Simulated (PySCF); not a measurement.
Delta-SCF ions had no search for a lower state. Excitations are Tamm–Dancoff values on a coarser integration grid. The basis has no diffuse functions, so Rydberg states are missing or too high.

**H$_{14}$Ge$_{6}$, SMILES `[GeH3][GeH2][GeH2][GeH2][GeH2][GeH3]` (charge 0, multiplicity 1)**

The numbers are results of PBE-D3(BJ)/def2-TZVP // PBE0-D3(BJ)/def2-SVP (PySCF), not measurements.

```
Item                                                                    Value
------------------------------------------------  ---------------------------
HOMO                                                                 -6.23 eV
dipole moment                                                       0.001 e·Å
LUMO                                                                 -1.61 eV
HOMO–LUMO gap                                                         4.61 eV
S1 excitation (TDA)                                                   5.24 eV
S1 oscillator strength                                                   1.84
brightest of the four lowest singlets (TDA)                           5.24 eV
T1 excitation (TDA)                                                   4.42 eV
S1–T1 gap (TDA)                                                       0.82 eV
vertical ionisation energy (Delta-SCF)                                8.18 eV
adiabatic ionisation energy (no zero-point term)                      7.73 eV
hole reorganisation energy (four-point)                              1.033 eV
total energy                                                   -12468.5680 Ha
cost                                              very roughly 8 core-minutes
```

```xyz
20

Ge     3.9420    -1.2662    -0.2928
Ge     3.0735     0.7534     0.7292
Ge     1.0706     1.5201    -0.4054
Ge     0.1763     3.5368     0.6040
Ge    -1.9364     4.1865    -0.3963
Ge    -2.7751     6.2399     0.5829
H      5.2060    -1.7609     0.4356
H      2.8743    -2.3746    -0.2409
H      4.2941    -0.9929    -1.7668
H      2.7381     0.4864     2.2111
H      4.1410     1.8659     0.6814
H      0.0008     0.4090    -0.3550
H      1.3909     1.7926    -1.8900
H     -0.0330     3.3005     2.1146
H      1.1993     4.6814     0.4479
H     -1.7467     4.3704    -1.9162
H     -2.9568     3.0491    -0.1837
H     -4.1901     6.5668     0.0691
H     -2.8252     6.1023     2.1159
H     -1.8356     7.4065     0.2257
```
